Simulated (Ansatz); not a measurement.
The cluster W₂F₄, relaxed as a quintet with UKS r2SCAN-D4/def2-SVP in Ansatz, starting from the r2SCAN-D4/def2-SVP geometry of the neutral singlet. Force threshold 0.02 eV/Å.

In the def2 sets W takes a core potential; there is no spin–orbit coupling. At r2SCAN-D4/def2-SVP a triplet of charge 0 lies 0.89 eV below the quintet, each at its own geometry. The structure comes from a short search, and lower isomers may exist.

Start:

```csv
atom,x (Å),y (Å),z (Å)
W1,0.940,0.007,0.563
W2,-0.941,-0.007,-0.564
F3,1.534,-1.772,0.365
F4,-1.534,1.773,-0.365
F5,1.607,1.734,0.200
F6,-1.607,-1.734,-0.199
```

```csv
step,energy (eV),largest force component (eV/Å),SCF passes
1,-14509.8281,3.800,24
2,-14510.4675,1.964,38
3,-14510.6169,0.759,37
4,-14510.6799,0.086,31
5,-14510.6852,0.032,25
6,-14510.6873,0.076,34
7,-14510.6875,0.003,27
```

Force components are those of the run's own axes.

End:

```xyz
6

W     1.151   -0.010    0.305
W    -1.151    0.010   -0.305
F     1.654   -1.818    0.508
F    -1.654    1.818   -0.508
F     1.729    1.788    0.338
F    -1.729   -1.788   -0.338
```

By distances, no bond broke or formed. The bond that changes most is W1–W2, from 2.19 to 2.38 Å (atoms count from 1).

No frequencies were taken in this run, so the end may be a saddle point.

Run time 44 s (2 threads of AMD EPYC 7R13 on a shared host).
